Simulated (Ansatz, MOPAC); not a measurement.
## SnTe (SMILES [Sn][Te]): the equilibrium bond length, rung by rung

SnTe, singlet, SMILES `[Sn][Te]`. Each level relaxes the structure for itself.

Each level gives the equilibrium bond length (Å). The values are calculated.

```
                                level                    kind  program  value (Å)
                                 MNDO          semi-empirical    MOPAC      2.427
                                  PM6          semi-empirical    MOPAC      2.529
                             PM6-D3H4          semi-empirical    MOPAC      2.529
                                 PM7-          semi-empirical    MOPAC      2.384
     SVWN5/def2-TZVP (core potential)                     LDA   Ansatz      2.514
PBE-D3(BJ)/def2-TZVP (core potential)                     GGA   Ansatz      2.551
  B3LYP-D4/def2-TZVP (core potential)           global hybrid   Ansatz      2.542
   PBE0-D4/def2-TZVP (core potential)           global hybrid   Ansatz      2.518
   wB97X-V/def2-TZVP (core potential)  range-separated hybrid   Ansatz      2.487
```

The values span 2.384 to 2.551 Å.
